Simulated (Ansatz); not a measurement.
Reaction (ligand exchange at the In–N bond): `C[N](C)[In]([Cl])[Cl]` + HBr → `[Cl][In]([Cl])[Br]` + dimethylamine

Gas-phase electronic energies from Ansatz, PBE0-D4/def2-TZVP geometries. CCSD(T)/CBS adds triple-zeta CCSD(T) − MP2 to the extrapolated MP2 energy (def2 sets, frozen cores). DFT in def2-TZVPP. B3LYP here is the variant with VWN-RPA as its local correlation; programs differ in this. Elements past krypton have def2 core potentials. For Br, In outer-core shells are correlated without core-valence functions, which leaves a few kJ/mol of doubt a bond. Scalar relativity is left out up to krypton. One conformer a species, not always the lowest.

```json
{"level": "B3LYP-D4", "ΔE (kcal/mol)": "-27.8"}
{"level": "revPBE", "ΔE (kcal/mol)": "-29.3"}
```

What does CCSD(T)/CBS give? (Best estimate.)

Ansatz gave: -25.9 kcal/mol. The listed levels differ from it by -1.9, -3.4 kcal/mol.

What do rigid-rotor, harmonic-oscillator terms from PBE0-D4/def2-TZVP frequencies (298.15 K, 1 bar) make of the CCSD(T)/CBS value? (Best estimate.)

The calculation gave: ΔZPE = +3.6 kcal/mol, ΔH = -23.2 kcal/mol, ΔS = 11 J/(mol·K), ΔG = -24.0 kcal/mol.

Largest T1 diagnostic among the species: 0.014.

In def2-TZVPP, CCSD(T) changes the Hartree–Fock value by +10.1 kcal/mol (the triples alone add +1.3 kcal/mol) and MP2 by +10.5 kcal/mol. Leaving LDA and LC-ωPBE aside and taking each functional with its dispersion term where it has one, the values, not all of them listed here, spread over 4.2 kcal/mol, from BHLYP-D4 to BLYP-D4. LDA lies +3.7 kcal/mol from PBE without D4. From BLYP to BHLYP (50 % exact exchange), in def2-TZVPP and without D4, ΔE moves by −3.1 kcal/mol.
